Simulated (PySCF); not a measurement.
Telling isomers of C₅H₈O₃Si apart by NMR

[PySCF 2.14: structure optimised with GFN2-xTB; GIAO PBE0/pcSseg-1 shieldings; rapidly exchanging positions averaged; no relativistic terms; one conformer; no solvent model]

δ = σ(ref) − σ, references computed at the same level: ¹H, ¹³C against TMS. Where no couplings were computed, multiplicities follow the n + 1 count of equivalent neighbours, and m marks all less simple cases (inequivalent or close neighbours, rings, F or P nearby). Shifts are as computed. Against solution values, carbons near 30 ppm lie about +3 ppm off and those near 130 ppm about +5 ppm (rms about the fit 2.1 ppm; single classes can miss by 10 ppm). Of 1328 compounds with measured shifts, 309 miss one by over three times the rms of a fit or turn the order of signals round; such compounds aren't used in these exercises. Signals without a measured value on file couldn't be tested in this way; 1H shifts scatter by 0.2 ppm about their fit, and single ones miss by 0.5 ppm. OH and NH positions are gas-phase values without hydrogen bonding to other molecules.

(1) Tabulate the signals of `COc1occc1[SiH2]O`, `C[Si](O)(O)c1ccco1` and their relative energies.

(2) What is the quickest way to tell COc1occc1[SiH2]O from C[Si](O)(O)c1ccco1?

Answers

(1) 
| SMILES | carbon types | δC | δH | E rel. (kcal/mol) |
| --- | --- | --- | --- | --- |
| COc1occc1[SiH2]O | 2×C 2×CH 1×CH3 | 171.8, 137.4, 121.3, 90.4, 56.4 | 7.06 (m, 1H), 6.43 (m, 1H), 5.58 (s, 2H), 4.11 (s, 3H), 2.21 (br s, 1H) | 53.0 |
| C[Si](O)(O)c1ccco1 | 1×C 3×CH 1×CH3 | 161.6, 151.1, 126.4, 116.2, 3.4 | 7.65 (m, 1H), 7.14 (m, 1H), 6.68 (m, 1H), 2.00 (br s, 2H), 0.15 (s, 3H) | 0.0 |

Energies are electronic energies at PBE0/pcSseg-1 on these geometries, without zero-point or thermal terms, each for the one conformer computed, which needn't be the lowest.

(2) Both give the same number of carbon signals, but DEPT or the intensities differ. The first has a substituted aromatic carbon (C) at 90.4 ppm, the second a methyl carbon bonded to Si (CH3) at 3.4 ppm. Their most deshielded carbons lie at 171.8 and 161.6 ppm. In the proton spectra the most deshielded non-exchanging signals are 7.06 (m, 1H) and 7.65 (m, 1H).
